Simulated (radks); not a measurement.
Problem. Valence configurations of Pr III (all share [Xe]). All-electron calculation, scalar-relativistic Kohn-Sham, PBE, spin-unpolarised, spherical densities, finite nucleus; Fermi nuclear charge, rms radius 4.8919 fm. Program: a radial shooting solver on a logarithmic mesh with Libxc functionals. Order these by energy: 4f3; 4f2 6p1; 4f2 6s1; 4f2 5d0.5 6p0.5; 4f2.5 6p0.5; 6s2 6p1; 5d3; 4f2.5 5d0.5; 4f2 5d1; 4f1.5 6s1 6p0.5.

Solution. From the lowest, in eV above it: 4f3 0.000; 4f2.5 5d0.5 0.623; 4f2 5d1 2.223; 4f2.5 6p0.5 2.862; 4f2 6s1 3.489; 4f2 5d0.5 6p0.5 4.715; 4f2 6p1 7.462; 4f1.5 6s1 6p0.5 9.822; 5d3 20.820; 6s2 6p1 37.452. NIST lists [Xe] 4f3 as the ground configuration; this level of theory agrees among the configurations tried. The energies are those of spherical spin-averaged densities, not of single terms.
